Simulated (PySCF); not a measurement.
## How methods differ on the ionisation energy of Ag⁺

Ag⁺ [Kr] 4d10 (1S) → Ag²⁺ [Kr] 4d9 (2D), as a difference of total energies. All numbers are calculated (PySCF 2.14, a scalar-relativistic core potential, in def2-SVP with the def2 core potential (28 electrons) (5s3p2d1f, 31 functions)). Correlated levels: valence: 4s2 4p6 frozen. The calculations carry no spin-orbit coupling.

| method | ionisation energy (eV) |
| --- | --- |
| UHF | 19.859 |
| TPSS | 21.561 |
| MN15 | 21.911 |
| MP2 (valence) | 21.132 |
| SCS-MP2 (valence) | 20.984 |

Question: How much does correlation contribute at MP2 (valence)?

Answer: 21.132 − (19.859) = 1.273 eV, measured against UHF.

The reference lies between the lowest fine-structure levels, while these numbers refer to the centres of the terms.

Errors of the correlated levels include the incompleteness of this basis and the frozen core.

For comparison: 21.484 eV (measured; NIST Atomic Spectra Database, ionization energies).
